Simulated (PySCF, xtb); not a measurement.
InClBr2, SMILES [Br][In]([Cl])[Br].

Harmonic wavenumbers (cm⁻¹) from GFN2-xTB in xtb at its own minimum, in rising order: 56, 66, 69, 195, 257, 316.

What does B3LYP-D3(BJ)/def2-SVP (PySCF 2.14.0) give at its own minimum? (An estimate is asked for; the answer gives what the named calculation found.)

64, 82, 82, 223, 282, 375. Paired by order, the mean absolute difference is 25 cm⁻¹ and the zero-point energies are 1.4 and 1.6 kcal/mol.
